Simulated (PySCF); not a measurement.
From one molecule to another.

First species: C₅H₇O (charge +1).
Cartesian coordinates in Å at the PBE0-D3(BJ)/def2-SVP level; atoms count from 1:
```
atom  x, y, z in Å
C1    -1.9262    0.5298    1.1966
O2    -0.5670    0.4571    0.8113
C3    -0.3507   -0.2331   -0.3500
C4     1.0838   -0.2671   -0.6282
C5     2.3519    0.0846   -0.2386
C6     2.1738   -0.6192   -1.3839
H7    -1.9601    1.0972    2.1337
H8    -2.3475   -0.4762    1.3683
H9    -2.5309    1.0532    0.4354
H10   -0.8417    0.2057   -1.2510
H11   -0.6954   -1.2946   -0.3313
H12    3.0107    0.5771    0.4800
H13    2.5970   -1.1084   -2.2648
```

Second species: C₆H₅NO₂.
Geometry (PBE0-D3(BJ)/def2-SVP, Å), atoms numbered from 1 in this order:
```xyz
14
C6H5NO2 angstrom
O      2.0461    1.2508   -1.1731
C      2.3888    0.4513   -0.3555
O      1.6088   -0.4000    0.3258
C      0.2469   -0.5204    0.1708
C     -0.5751    0.3067   -0.5932
C     -1.9377    0.0125   -0.5994
C     -2.4102   -1.0689    0.1391
N     -1.6161   -1.8532    0.8659
C     -0.3202   -1.5851    0.8803
H      3.4348    0.2863   -0.0273
H     -0.1635    1.1388   -1.1598
H     -2.6276    0.6278   -1.1810
H     -3.4782   -1.3129    0.1444
H      0.3366   -2.2282    1.4774
```

Levels: PBE0/def2-SVPD for HOMO energy, LUMO energy, HOMO–LUMO gap, static isotropic polarisability and electronic spatial extent ⟨r²⟩ about the centre of nuclear charge; TDDFT PBE0/def2-SVPD for lowest singlet excitation; PBE0-D3(BJ)/def2-SVP for rotational constant A and rotational constant C. Geometries: PBE0-D3(BJ)/def2-SVP. Each species is one conformer at its optimised geometry, gas phase, non-relativistic unless stated. Electronic properties by PySCF.

Dipoles, sizes and rotational constants follow the conformer. The torsions of the flexible species, by atom-mapped SMILES:
- `[CH3:1][O:2][CH2:3][c+:4]1[cH:5][cH:6]1`: C1–O2–C3–C4 -179°, O2–C3–C4–C5 0°
- `[O:1]=[CH:2][O:3][c:4]1[cH:5][cH:6][cH:7][n:8][cH:9]1`: O1–C2–O3–C4 2°, C2–O3–C4–C5 -8°

| property | column X | column Y |
| --- | --- | --- |
| HOMO energy | -7.58 eV | -12.20 eV |
| LUMO energy | -1.27 eV | -7.11 eV |
| HOMO–LUMO gap | 6.31 eV | 5.09 eV |
| lowest singlet excitation | 4.85 eV | 4.10 eV |
| static isotropic polarisability | 82.3 au | 54.5 au |
| electronic spatial extent ⟨r²⟩ about the centre of nuclear charge | 1165 bohr² | 685 bohr² |
| rotational constant A | 4.438 GHz | 15.373 GHz |
| rotational constant C | 0.929 GHz | 1.693 GHz |

Which column belongs to which species?

Column X is the second species and column Y the first. The first has 13 atoms and 44 electrons, the second 14 and 64; their charges are +1 and 0, their HOMO energies -12.20 eV and -7.58 eV.

How does each property change from the first species to the second?

HOMO energy +4.62 eV; LUMO energy +5.84 eV; HOMO–LUMO gap +1.22 eV; lowest singlet excitation +0.75 eV; static isotropic polarisability +27.8 au; electronic spatial extent ⟨r²⟩ about the centre of nuclear charge +480 bohr²; rotational constant A -10.935 GHz; rotational constant C -0.764 GHz.

On the first: No computed singlet falls in the visible range (750 to 380 nm, 1.65 to 3.26 eV); S1 lies 0.84 eV above its blue end. The principal polarisabilities are 39.7, 52.4 and 71.3 au; their mean is the isotropic value.

On the second: S1 lies 1.46 eV below the HOMO–LUMO gap; its leading configuration is HOMO−1→LUMO, weight 0.65. The polarisability is 12.19 Å³ as a volume (1 au = 0.148185 Å³), or 1.29 au for each of the 64 electrons.
